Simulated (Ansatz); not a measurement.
Stepwise reaction of `[OH][W]([OH])([Cl])([Cl])([Cl])[Cl]` with water, as a gas-phase model of exchange steps in deposition or etching. ΔE in kJ/mol; ΔG adds harmonic PBE0-D4 terms to CCSD(T)/CBS, at 1 bar.

Gas-phase electronic energies from Ansatz, PBE0-D4/def2-TZVP geometries. CCSD(T)/CBS adds triple-zeta CCSD(T) − MP2 to the extrapolated MP2 energy (def2 sets, frozen cores). This one scheme is used for every species. Functionals use def2-TZVPP. B3LYP here is the variant with VWN-RPA as its local correlation; programs differ in this. def2 core potentials past Kr. For W outer-core shells are correlated without core-valence functions, which leaves a few kJ/mol of doubt a bond. One conformer a species, not always the lowest.

```json
{"step": "2", "reaction": "`[OH][W]([OH])([OH])([Cl])([Cl])[Cl]` + H₂O → `[OH][W]([OH])([OH])([OH])([Cl])[Cl]` + HCl", "PBE-D4": "4.7", "B3LYP-D4": "1.1", "ωB97M-V": "-6.1", "CCSD(T)/CBS": "1.0", "ΔG(400 K)": "-1.7"}
```

Q: Give the row of step 1, `[OH][W]([OH])([Cl])([Cl])([Cl])[Cl]` + H₂O → `[OH][W]([OH])([OH])([Cl])([Cl])[Cl]` + HCl. (Best estimate.)

A: Ansatz gave: 
```
step                                                                                   reaction  PBE-D4  B3LYP-D4  ωB97M-V  CCSD(T)/CBS  ΔG(400 K)
   1  `[OH][W]([OH])([Cl])([Cl])([Cl])[Cl]` + H₂O → `[OH][W]([OH])([OH])([Cl])([Cl])[Cl]` + HCl     2.5      -2.2    -10.4         -1.3       -8.4
```

Q: By hand: ΔE of the 2 steps together at CCSD(T)/CBS.

A: (-1.3) + (1.0) = -0.3 kJ/mol, or -0.2 kJ/mol a step.

In ΔE the steps differ by no more than 2.3 kJ/mol. ΔG lies between -8.4 and -1.7 kJ/mol a step. PBE-D4 differs from CCSD(T)/CBS by 3.7 to 3.8 kJ/mol a step. Isolated molecules leave out the surface, adducts and barriers. Largest T1 diagnostic: 0.023.
